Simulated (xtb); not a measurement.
Input for xtb: GFN2-xTB on CH7GeN (SMILES [CH3][GeH2][NH2]), a point of a torsion scan.

```
$ xtb mol.xyz --gfn 2 --opt vtight --chrg 0 --uhf 0 --input xcontrol
10

C      1.28744532     0.47545367    -0.00607978
Ge    -0.18963167    -0.78007795    -0.08666333
N     -1.79307947     0.12087747     0.11510381
H      2.25275906    -0.03312477    -0.07839361
H      1.22668033     1.21786477    -0.81450521
H      1.22713685     0.99118065     0.98484190
H     -0.03592115    -1.71987793     1.13857553
H     -0.14057763    -1.61280692    -1.38168700
H     -2.59070215    -0.32829714    -0.38023420
H     -1.63836041     1.11360918    -0.14493600
$constrain
  force constant=1.0
  dihedral: 1,2,3,9,150.0
$end
```

Output:

```
[...]
           -------------------------------------------------
          |                Calculation Setup                |
           -------------------------------------------------



           -------------------------------------------------
          |                 G F N 2 - x T B                 |
           -------------------------------------------------

        Reference                      10.1021/acs.jctc.8b01176
      * Hamiltonian:
        H0-scaling (s, p, d)           1.850000    2.230000    2.230000
        zeta-weighting                 0.500000
      * Dispersion:
        s8                             2.700000
        a1                             0.520000
        a2                             5.000000
        s9                             5.000000
      * Repulsion:
        kExp                           1.500000    1.000000
        rExp                           1.000000
      * Coulomb:
        alpha                          2.000000
        third order                    shell-resolved
        anisotropic                    true
        a3                             3.000000
        a5                             4.000000
        cn-shift                       1.200000
        cn-exp                         4.000000
        max-rad                        5.000000


          ...................................................
          :                      SETUP                      :
          :.................................................:
          :  # basis functions                  25          :
          :  # atomic orbitals                  24          :
          :  # shells                           14          :
          :  # electrons                        20          :
          :  max. iterations                   250          :
          :  Hamiltonian                  GFN2-xTB          :
          :  restarted?                      false          :
          :  GBSA solvation                  false          :
          :  PC potential                    false          :
          :  electronic temp.          300.0000000     K    :
          :  accuracy                    1.0000000          :
          :  -> integral cutoff          0.2500000E+02      :
          :  -> integral neglect         0.1000000E-07      :
          :  -> SCF convergence          0.1000000E-05 Eh   :
          :  -> wf. convergence          0.1000000E-03 e    :
          :  Broyden damping             0.4000000          :
          :  net charge                          0          :
          :  unpaired electrons                  0          :
          ...................................................

 iter      E             dE          RMSdq      gap      omega  full diag
   1    -10.3342212 -0.103342E+02  0.639E+00    5.54       0.0  T
   2    -10.2616769  0.725442E-01  0.113E+01    9.24       1.0  T
   3    -10.5946475 -0.332971E+00  0.565E+00    8.55       1.0  T
   4    -10.5970933 -0.244580E-02  0.399E+00    8.43       1.0  T
   5    -10.6348382 -0.377449E-01  0.452E-01    7.96       1.0  T
   6    -10.6347945  0.437452E-04  0.338E-01    7.96       1.0  T
   7    -10.6349167 -0.122180E-03  0.108E-01    8.03       1.0  T
   8    -10.6349309 -0.142392E-04  0.282E-02    8.02       1.1  T
   9    -10.6349323 -0.142743E-05  0.636E-03    8.02       5.0  T
  10    -10.6349323 -0.737496E-08  0.268E-03    8.02      11.8  T
  11    -10.6349323 -0.112819E-07  0.105E-04    8.02     299.9  T
  12    -10.6349323 -0.441069E-10  0.498E-05    8.02     635.2  T

   *** convergence criteria satisfied after 12 iterations ***

         #    Occupation            Energy/Eh            Energy/eV
      -------------------------------------------------------------
         1        2.0000           -0.6273740             -17.0717
       ...           ...                  ...                  ...
         4        2.0000           -0.5084430             -13.8354
         5        2.0000           -0.4763280             -12.9615
         6        2.0000           -0.4743705             -12.9083
         7        2.0000           -0.4513844             -12.2828
         8        2.0000           -0.4244092             -11.5488
         9        2.0000           -0.4132251             -11.2444
        10        2.0000           -0.3835455             -10.4368 (HOMO)
        11                         -0.0889402              -2.4202 (LUMO)
        12                         -0.0884865              -2.4078
        13                         -0.0557121              -1.5160
        14                         -0.0362891              -0.9875
        15                          0.0593010               1.6137
       ...                                ...                  ...
        24                          1.0566514              28.7529
      -------------------------------------------------------------
                  HL-Gap            0.2946053 Eh            8.0166 eV
             Fermi-
[...]
adient             ...        0 min,  0.002 sec ( 51.763%)
 printout                       ...        0 min,  0.000 sec (  2.567%)

         :::::::::::::::::::::::::::::::::::::::::::::::::::::
         ::                     SUMMARY                     ::
         :::::::::::::::::::::::::::::::::::::::::::::::::::::
         :: total energy             -10.542946210439 Eh    ::
         :: gradient norm              0.000020431019 Eh/a0 ::
         :: HOMO-LUMO gap              8.158776704899 eV    ::
         ::.................................................::
         :: SCC energy               -10.658332529256 Eh    ::
         :: -> isotropic ES            0.010653258130 Eh    ::
         :: -> anisotropic ES          0.003166931033 Eh    ::
         :: -> anisotropic XC          0.005959516205 Eh    ::
         :: -> dispersion             -0.004301227160 Eh    ::
         :: repulsion energy           0.115382403015 Eh    ::
         :: add. restraining           0.000003915802 Eh    ::
         :: total charge              -0.000000000000 e     ::
         :::::::::::::::::::::::::::::::::::::::::::::::::::::

           -------------------------------------------------
          |                Property Printout                |
           -------------------------------------------------

    * Orbital Energies and Occupations

         #    Occupation            Energy/Eh            Energy/eV
      -------------------------------------------------------------
         1        2.0000           -0.6279794             -17.0882
         2        2.0000           -0.5830087             -15.8645
         3        2.0000           -0.5693290             -15.4922
         4        2.0000           -0.5059792             -13.7684
         5        2.0000           -0.4753089             -12.9338
         6        2.0000           -0.4749441             -12.9239
         7        2.0000           -0.4549846             -12.3808
         8        2.0000           -0.4263316             -11.6011
         9        2.0000           -0.4161567             -11.3242
        10        2.0000           -0.3808519             -10.3635 (HOMO)
        11                         -0.0810224              -2.2047 (LUMO)
        12                         -0.0798852              -2.1738
        13                         -0.0499489              -1.3592
        14                         -0.0337334              -0.9179
        15                          0.0900606               2.4507
        16                          0.1085335               2.9533
        17                          0.1577950               4.2938
        18                          0.1863485               5.0708
        19                          0.1954031               5.3172
        20                          0.2004396               5.4542
        21                          0.2454570               6.6792
       ...                                ...                  ...
        24                          1.1151649              30.3452
      -------------------------------------------------------------
                  HL-Gap            0.2998295 Eh            8.1588 eV
             Fermi-level           -0.2309372 Eh           -6.2841 eV

     #   Z          covCN         q      C6AA      α(0)
     1   6 C        3.663    -0.145    23.603     6.969
     2  32 Ge       3.594     0.161   169.241    23.393
     3   7 N        2.553    -0.374    29.675     8.090
     4   1 H        0.925     0.039     2.463     2.454
     5   1 H        0.925     0.040     2.444     2.445
     6   1 H        0.925     0.044     2.391     2.418
     7   1 H        0.937    -0.032     3.673     2.997
     8   1 H        0.934    -0.046     3.992     3.124
     9   1 H        0.861     0.154     1.372     1.835
    10   1 H        0.861     0.158     1.348     1.818

 Mol. C6AA /au·bohr⁶  :       1161.807999
 Mol. C8AA /au·bohr⁸  :      45600.492536
 Mol. α(0) /au        :         55.542876


Wiberg/Mayer (AO) data.
largest (>0.10) Wiberg bond orders for each atom

 ---------------------------------------------------------------------------
     #   Z sym  total        # sym  WBO       # sym  WBO       # sym  WBO
 ---------------------------------------------------------------------------
     1   6 C    3.988 --     4 H    0.976     6 H    0.970     5 H    0.970
                             2 Ge   0.910
     2  32 Ge   3.813 --     3 N    1.131     1 C    0.910     7 H    0.838
                             8 H    0.831
     3   7 N    3.181 --     2 Ge   1.131     9 H    0.952    10 H    0.950
     4   1 H    0.998 --     1 C    0.976
     5   1 H    0.998 --     1 C    0.970
     6   1 H    0.998 --     1 C    0.970
     7   1 H    0.999 --     2 Ge   0.838
     8   1 H    0.998 --     2 Ge   0.831
     9   1 H    0.976 --     3 N    0.952
    10   1 H    0.975 --     3 N    0.950
 ---------------------------------------------------------------------------

Topologies differ in total number of bonds
Writing topology from bond orders to xtbtopo.mol

molecular dipole:
                 x           y           z       tot (Debye)
 q only:       -0.045       0.215      -0.178
   full:        0.038       0.488      -0.409       1.623
molecular quadrupole (traceless):
                xx          xy          yy          xz          yz          zz
 q only:        1.305      -0.428      -0.145       1.323      -0.204      -1.159
  q+dip:        1.546      -0.599      -0.522       2.631      -0.354      -1.025
   full:        2.263      -0.269      -0.474       3.084      -0.422      -1.789

           -------------------------------------------------
          |                Geometry Summary                 |
           -------------------------------------------------

      molecular mass/u    :      105.7005745
   center of mass at/Å    :       -0.2006616      -0.4865407      -0.0400573
  moments of inertia/u·Å² :        0.3873539E+02   0.8430428E+02   0.1134522E+03
rotational constants/cm⁻¹ :        0.4351998E+00   0.1999618E+00   0.1485880E+00

 * 9 selected distances

     #   Z          #   Z                                           value/Å
     1   6 C        2  32 Ge                                      1.9636707 (max)
     2  32 Ge       3   7 N                                       1.8213249
     1   6 C        4   1 H                                       1.0857733
     1   6 C        5   1 H                                       1.0875271
     1   6 C        6   1 H                                       1.0871836
     2  32 Ge       7   1 H                                       1.5034485
     2  32 Ge       8   1 H                                       1.5158928
     3   7 N        9   1 H                                       1.0098682 (min)
Note: The following floating-point exceptions are signalling: IEEE_UNDERFLOW_FLAG IEEE_DENORMAL
normal termination of xtb
     3   7 N       10   1 H                                       1.0107388

 * 5 distinct bonds (by element types)

   Z      Z             #   av. dist./Å        max./Å        min./Å
   1 H    6 C           3     1.0868280     1.0875271     1.0857733
   1 H    7 N           2     1.0103035     1.0107388     1.0098682
   1 H   32 Ge          2     1.5096707     1.5158928     1.5034485
   6 C   32 Ge          1     1.9636707     1.9636707     1.9636707
   7 N   32 Ge          1     1.8213249     1.8213249     1.8213249


optimized geometry written to: xtbopt.xyz


           -------------------------------------------------
          | TOTAL ENERGY              -10.542946210439 Eh   |
          | GRADIENT NORM               0.000020431019 Eh/α |
          | HOMO-LUMO GAP               8.158776704899 eV   |
           -------------------------------------------------

------------------------------------------------------------------------
------------------------------------------------------------------------
 total:
 SCF:
 ANC optimizer:
```

The run finished.

Warnings raised: the energy holds the restraint's term.

Cost: around 0.09 core-seconds (rough).
